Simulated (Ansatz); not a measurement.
Br2ClGa, singlet, at a GFN2-xTB geometry (such geometries of metal compounds can be far from the true shape); SC-NEVPT2/STO-3G, CASSCF(2,2) in Ansatz (a first-principles code).

The Ansatz input:
Ansatz 0.2 input:
```yaml
crystal:
  periodic: [false, false, false]
  atoms:
    - {symbol: Ga, position_ang: [0.40139679, -0.02999553, -0.10264932]}
    - {symbol: Cl, position_ang: [2.41259158, -0.18028783, -0.61697275]}
    - {symbol: Br, position_ang: [-0.44841256, -1.06079795, 1.75474953]}
    - {symbol: Br, position_ang: [-1.07894050, 1.17493379, -1.36415909]}
basis:
  gaussian:
    orbitals: STO-3G
magnetization: {spin_polarized: false}
correlation: {method: sc_nevpt2, electrons: all, active_space: {window: {electrons: 2, orbitals: 2}}}
```

What the program printed (banner, timings and long lists left out):

```
Functional definition: HF
635 factors; integrals over basis functions are off by at most 1.6e-5 eV
mean field evaluation 1: about -202586.3283 eV, gradient 2.0e1 eV
mean field evaluation 2: about -202586.3414 eV, gradient 2.0e1 eV
mean field evaluation 4: about -202588.7026 eV, gradient 1.3e0 eV
mean field evaluation 8: about -202588.7175 eV, gradient 4.0e-3 eV
mean field -202588.71749198 eV, -7444.9980482657 hartree, gradient 2.7e-6 eV, S^2 0.000000; 0 other end points of the search recorded, 0 dependent functions left out
reference -202588.71749198 eV, -7444.9980482657 hartree; 59, 59 occupied and 4, 4 virtual orbitals, 635 factors
state -202588.88846758 eV, -7445.0043315031 hartree
state -202588.88846758 eV, -7445.0043315031 hartree; corrected -202590.21845351 eV, -7445.0532075843 hartree
Total energy: -202590.21845351 eV, -7445.0532075843 hartree
```
